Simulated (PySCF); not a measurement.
C₃H₁₂Ge₂Si.
Z-matrix (Å and degrees, PBE0-D3(BJ)/def2-SVP geometry), rows numbered from 1:
```
Si
Ge  1  2.3844
Ge  2  2.4269  1  111.08
C   2  1.9483  1  110.18  3   122.43
C   4  1.5060  2  120.40  1    81.68
C   5  1.4961  4   60.20  2   109.85
H   1  1.4962  2  110.69  3  -179.57
H   1  1.4964  2  109.60  3   -59.99
H   1  1.4957  2  110.88  3    59.69
H   2  1.5480  1  109.26  3  -120.09
H   3  1.5422  2  109.90  1    60.09
H   3  1.5416  2  110.85  1   179.72
H   3  1.5412  2  110.96  1   -59.56
H   4  1.0955  2  113.85  1   -63.02
H   5  1.0938  4  117.82  6   108.41
H   5  1.0947  4  118.45  6  -107.95
H   6  1.0946  4  118.45  5   107.92
H   6  1.0938  4  117.84  5  -108.36
```

Linear response at PBE0/def2-SVPD (PySCF, frozen core in the response, non-relativistic). The PBE0/def2-SVPD calculation is non-relativistic and has no spin–orbit coupling, an omission that weighs most on germanium.

Static isotropic polarisability: 134.22 au (19.89 Å³), principal values 108.2, 144.8, 149.7 au.

Q: What is the polarisability at 1064 nm and at the sodium D line?

A: 135.92 au at 1064 nm (+1.3 %), 139.99 au at 589.3 nm (+4.3 %). The rise at 589.3 nm is 3.40 times that at 1064 nm; a pure ω² law gives 3.26. The lowest singlet lies at 194 nm, shorter than both wavelengths.

Q: What is the isotropic C6 coefficient between two such molecules, C6 = (3/π)∫α(iω)² dω?

A: 5825 au (Eh·bohr⁶) by a ten-point quadrature over imaginary frequencies, which is 3480 eV·Å⁶ or 336 J·nm⁶/mol.

Q: Which effective excitation energy ω̄ makes London's formula C6 = (3/4)α²ω̄ exact here?

A: ω̄ = 4·C6/(3α²) = 0.431 Eh = 11.7 eV. A one-pole form α(ω) = α/(1 − ω²/ω̄²) fitted to the 1064 nm value gives 10.4 eV. London's choice of the ionisation energy (9.03 eV, ΔSCF at the same level) gives C6 = 4480 au, 23 % too low.

Q: What molar refraction at the D line follows from R = (4π/3)·N_A·α′, with α′ the polarisability volume?

A: α′ = 20.74 Å³ gives R = 52.33 cm³/mol, for isolated, non-vibrating species.

Q: How many electrons N does the Slater–Kirkwood formula C6 = (3/4)·√N·α^(3/2) need to give this C6?

A: N = (4·C6/3)²/α³ = 24.9; the species has 108 electrons in all.

Q: The lowest 10 singlets have (eV, f): 6.41, 0.136; 6.49, 0.116; 6.79, 0.052; 6.81, 0.145; 6.86, 0.047; 6.99, 0.021; 7.02, 0.104; 7.17, 0.018; 7.28, 0.083; 7.36, 0.155. What share of the static polarisability do they carry in the sum over states α = Σ f/ω²?

A: 13.79 au, 10.3 % of α; the largest term, 2.46 au, is that of the state at 6.41 eV. Their oscillator strengths add up to 0.88. Higher states carry the rest.

Q: How anisotropic is the static polarisability, by Δα² = ½[(α1 − α2)² + (α2 − α3)² + (α3 − α1)²]?

A: Δα = 39.3 au, or 0.29 of the isotropic value.

Hardware: one thread, Arm Neoverse N1 (aarch64), shared host with 64 logical CPUs at a one-minute load of 61. Cost: 6.6 min of wall time, 1.3 GiB resident at most. This is the whole response run at PBE0/def2-SVPD, SCF included.

One conformer stands for the species.
